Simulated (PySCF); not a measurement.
Gas-phase reaction: 6 GaOH ⇌ 2 Ga₂O + 4 O + Ga₂H₆

Energies from PySCF, thermal terms from the rigid-rotor harmonic-oscillator model, ideal gas at 1 bar. † marks an energy on the PBE0/def2-TZVP geometry and frequencies; other levels use their own. MP2 and CCSD(T) freeze the core. 6-31G* has spherical d functions here. Open shells (unrestricted): O (multiplicity 3); the rest are closed-shell singlets. Spin-orbit splitting is ignored; it lowers the true energy and changes the entropy of O. Ga: all electrons, no relativistic terms. GaOH, Ga₂H₆: computed as isolated molecules; such fragments, hydroxides, amides, oligomers or adducts are transient or little studied in the gas. MP2 isn't extrapolated to the basis-set limit. CCSD(T) isn't extrapolated to the basis-set limit.

```csv
level,"ΔH°(298 K), kJ"
CCSD(T)/def2-TZVPP†,?
HF/6-31G*,?
HF/def2-TZVP†,1004
M06-2X/def2-TZVP†,?
MP2/def2-TZVPP†,1903
PBE0/def2-QZVP†,1850
PBE0/def2-SVP†,?
PBE0/def2-TZVP,1811
r2SCAN/def2-TZVP†,1812
LDA/def2-TZVP†,2256
ωB97M-V/def2-TZVP†,1857
```

Problem. Fill in the missing entries.

Solution. 
- CCSD(T)/def2-TZVPP†, ΔH°(298 K), kJ: 1763
- HF/6-31G*, ΔH°(298 K), kJ: 869
- M06-2X/def2-TZVP†, ΔH°(298 K), kJ: 1883
- PBE0/def2-SVP†, ΔH°(298 K), kJ: 1764
